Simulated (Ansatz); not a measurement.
C2H9AsGa, charge +1, singlet, geometry from GFN2-xTB (such geometries of metal compounds can be far from the true shape); CASSCF(4,4)/STO-3G in Ansatz (an electronic-structure program).

Here is a job for Ansatz.
Ansatz 0.2 input:
```yaml
crystal:
  periodic: [false, false, false]
  atoms:
    - {symbol: Ga, position_ang: [-0.05475711, 1.18768642, 0.32129430]}
    - {symbol: C, position_ang: [1.49577340, 1.86651082, -0.82640775]}
    - {symbol: H, position_ang: [2.40293652, 1.32010966, -0.54792617]}
    - {symbol: H, position_ang: [1.64773674, 2.93836277, -0.66945764]}
    - {symbol: H, position_ang: [1.26259826, 1.67735925, -1.87937354]}
    - {symbol: C, position_ang: [-1.63071777, 1.02269065, 1.61430910]}
    - {symbol: H, position_ang: [-2.50396374, 0.66334629, 1.06003037]}
    - {symbol: H, position_ang: [-1.85659698, 1.99141391, 2.06949851]}
    - {symbol: H, position_ang: [-1.36917665, 0.30017178, 2.39446808]}
    - {symbol: As, position_ang: [0.07932058, -1.68467997, -0.45958230]}
    - {symbol: H, position_ang: [0.54515579, -2.74078624, 0.47891962]}
    - {symbol: H, position_ang: [0.88298055, -2.23702566, -1.58190483]}
    - {symbol: H, position_ang: [-1.12211304, -2.47200040, -0.84557014]}
basis:
  gaussian:
    orbitals: STO-3G
hamiltonian:
  xc: hf
total_charge: 1
magnetization: {spin_polarized: false}
correlation: {active_space: {window: {electrons: 4, orbitals: 4}}}
```

Output, abridged:

```
Functional definition: HF
621 factors; integrals over basis functions are off by at most 6.8e-5 eV
mean field evaluation 1: about -114016.5052 eV, gradient 1.5e1 eV
mean field evaluation 2: about -114016.5661 eV, gradient 1.5e1 eV
mean field evaluation 4: about -114017.5168 eV, gradient 1.5e0 eV
mean field evaluation 8: about -114017.5269 eV, gradient 4.7e-3 eV
mean field -114017.52693997 eV, -4190.0668311885 hartree, gradient 1.2e-6 eV, S^2 0.000000; 0 other end points of the search recorded, 0 dependent functions left out
reference -114017.52693997 eV, -4190.0668311885 hartree; 42, 42 occupied and 13, 13 virtual orbitals, 621 factors
state -114019.68898219 eV, -4190.1462847744 hartree
2 active orbitals were swapped for others, from the solution at -114018.99209133 eV, -4190.1206745079 hartree to that at -114019.68898219 eV, -4190.1462847744 hartree; typed "places" are swapped only where nearly empty or full, and so, without "given_window_search", are "orbital_numbers", "shells" and a window whose orbitals a file names under [Active]
Total energy: -114019.68898219 eV, -4190.1462847744 hartree
```
